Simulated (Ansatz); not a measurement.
Cost and result for the atomization energy of BrHInS (`[SH][In][Br]`) radical (4 atoms, 3 bonds).

The species carries charge 0 and has multiplicity 2. Correlated methods include outer-core shells of Br, In, which these sets cover unevenly. Scalar relativity is left out up to krypton. In: def2 effective core potential. All single points use the PBE0-D4/def2-TZVP geometry. It is one conformer, not always the lowest. Program: Ansatz. All runs use 4 threads of a server CPU on a shared host. Times are those of one run each, without the atoms' runs, and a repeat can differ threefold. Electronic energies, without spin–orbit coupling; frozen cores. CCSD(T)/CBS adds CCSD(T) − MP2 in def2-TZVPP to the MP2 limit, and its time is that of the two runs behind it. T1 = 0.016; ⟨S²⟩ of the reference is 0.77. With those shells the extrapolation isn't a true limit.

CCSD(T)/CBS is a level of theory with its own doubt, some kJ/mol a heavy atom from the limit and from the frozen cores, so smaller differences don't rank the functionals.

| level | functions | wall time | atomization (kJ/mol) | difference from CCSD(T)/CBS | per bond |
| --- | --- | --- | --- | --- | --- |
| LDA (SPW92)/def2-TZVPP | 154 | 0.75 s | 1049.4 | 150.0 | 50.0 |
| revPBE-D4/def2-TZVPP | 154 | 1.1 s | 881.4 | -18.0 | -6.0 |
| PBE-D4/def2-TZVPP (with forces) | 154 | 1.2 s | 913.6 | 14.2 | 4.8 |
| BLYP-D4/def2-TZVPP | 154 | 1.4 s | 874.5 | -24.9 | -8.3 |
| PBE0-D4/def2-TZVPP | 154 | 1.6 s | 896.2 | -3.2 | -1.1 |
| BHLYP-D4/def2-TZVPP | 154 | 1.7 s | 854.4 | -45.0 | -15.0 |
| r2SCAN-D4/def2-TZVPP (with forces) | 154 | 2.4 s | 916.0 | 16.6 | 5.6 |
| CCSD(T)/def2-SVP | 81 | 3.2 s | 801.1 | -98.3 | -32.8 |
| B97M-V/def2-TZVPP | 154 | 4 s | 907.1 | 7.7 | 2.6 |
| ωB97M-V/def2-TZVPP (with forces) | 154 | 5.5 s | 891.0 | -8.4 | -2.8 |
| MP2/def2-QZVPP | 271 | 5.5 s | 896.8 | -2.6 | -0.8 |
| CCSD(T)/def2-TZVPP | 154 | 33 s | 858.5 | -40.9 | -13.6 |
| CCSD(T)/CBS(def2) | – | 39 s | 899.4 | 0.0 | 0.0 |

In def2-TZVPP, CCSD(T) changes the Hartree–Fock value by +238.4 kJ/mol (the triples alone add +24.3 kJ/mol) and MP2 by +253.1 kJ/mol; breaking electron pairs costs correlation energy, which Hartree–Fock lacks. From PBE to PBE0 (25 % exact exchange), in def2-TZVPP and without D4, the atomization energy moves by −15.9 kJ/mol: exact exchange takes away binding that semilocal exchange gives to molecules. Leaving LDA and LC-ωPBE aside and taking each functional with its dispersion term where it has one, the values spread over 61.7 kJ/mol, from BHLYP-D4 to r2SCAN-D4. LDA lies +146.7 kJ/mol from PBE without D4, its usual overbinding.

Spin–orbit coupling would lower the free In atoms strongly, and the atomization energy with them, by more than many differences here.
